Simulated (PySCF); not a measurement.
## How methods differ on the ionisation energy of V²⁺

V²⁺ [Ar] 3d3 (4F) → V³⁺ [Ar] 3d2 (3F), as a difference of total energies. All numbers are calculated (PySCF 2.14, scalar relativity by spin-free X2C-1e, in x2c-TZVPPall with one added diffuse shell each of s, p, d, f type (7s6p5d3f1g, 80 functions)). Correlated levels: valence: [Ar] frozen. The calculations carry no spin-orbit coupling.

```csv
method,ionisation energy (eV),difference from reference (eV)
UHF,28.159,-1.152
MP2 (valence),28.524,-0.787
SCS-MP2 (valence),28.280,-1.031
CCSD (valence),28.590,-0.721
CCSD(T) (valence),28.593,-0.718
```

Reference: 29.311 eV (measured; NIST Atomic Spectra Database, ionization energies).

The reference lies between the lowest fine-structure levels, while these numbers refer to the centres of the terms.

Errors of the correlated levels include the incompleteness of this basis and the frozen core.
